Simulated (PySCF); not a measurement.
PySCF job for C3H10OSi2, SMILES C=C[SiH2]CO[SiH3], C-PCM-PBE0/def2-SVP. Geometry: ωB97X-D3(BJ)/def2-SVP. This is a generated structure with no PubChem entry under its InChIKey; it may be hypothetical. One conformer was computed; it need not be the lowest.

```python
import numpy as np
from pyscf import gto, scf, dft
from pyscf.solvent import pcm

mol = gto.M(
    atom='''
    C     3.19233025   -1.06086795    0.43305532
    C     2.00386484   -0.88527791   -0.15682388
    Si    1.29514973    0.79407126   -0.56848893
    C    -0.39961322    0.97233492    0.26532525
    O    -1.19782852   -0.11055542   -0.20465534
    Si   -2.76087308   -0.34234983    0.33069470
    H     3.58212538   -2.05723869    0.67538272
    H     3.83496026   -0.21329750    0.70231238
    H     1.40354728   -1.77238609   -0.39916671
    H     2.22185953    1.85649002   -0.06972913
    H     1.10672774    0.95525358   -2.04019793
    H    -0.86638967    1.94734261    0.02292605
    H    -0.28857027    0.93453949    1.36722808
    H    -3.61025087    0.84211837   -0.00009709
    H    -2.78295497   -0.53517639    1.81272401
    H    -3.27779084   -1.55443636   -0.35436030
    ''',
    basis='def2-SVP',
    charge=0,
    spin=0,
    max_memory=1600,
    verbose=3,
)
mf = dft.RKS(mol, xc='pbe0').density_fit(auxbasis='def2-universal-jkfit')
mf.grids.level = 3
mf.conv_tol = 1e-9
mf.max_cycle = 100
mf.kernel()
res = {}
for name, eps in {'water': 78.355, 'N,N-dimethylformamide': 37.219, 'methanol': 32.613}.items():
    s = mf.PCM()
    s.with_solvent.method, s.with_solvent.eps, s.with_solvent.lebedev_order = 'C-PCM', eps, 17
    s.kernel(mf.make_rdm1())
    res[name] = (s.e_tot, eps, s.dip_moment(), s.mo_energy, s.converged)
    print(f'{name}: electrostatic solvation free energy {(s.e_tot - mf.e_tot) * 627.509474:.3f} kcal/mol')
```

It prints:

```
converged SCF energy = -773.726645262809

WARN: PCM is an experimental feature. It is still in testing.
Features and APIs may be changed in the future.

converged SCF energy = -773.730115792527
Dipole moment(X, Y, Z, Debye): -0.04139,  0.48081,  1.30231
water: electrostatic solvation free energy -2.178 kcal/mol

WARN: PCM is an experimental feature. It is still in testing.
Features and APIs may be changed in the future.

converged SCF energy = -773.730059784717
Dipole moment(X, Y, Z, Debye): -0.04186,  0.47669,  1.29515
N,N-dimethylformamide: electrostatic solvation free energy -2.143 kcal/mol

WARN: PCM is an experimental feature. It is still in testing.
Features and APIs may be changed in the future.

converged SCF energy = -773.730044757363
Dipole moment(X, Y, Z, Debye): -0.04199,  0.47559,  1.29323
methanol: electrostatic solvation free energy -2.133 kcal/mol
```

Self-consistency was reached.

Cost: around 2.9 core-minutes (rough).
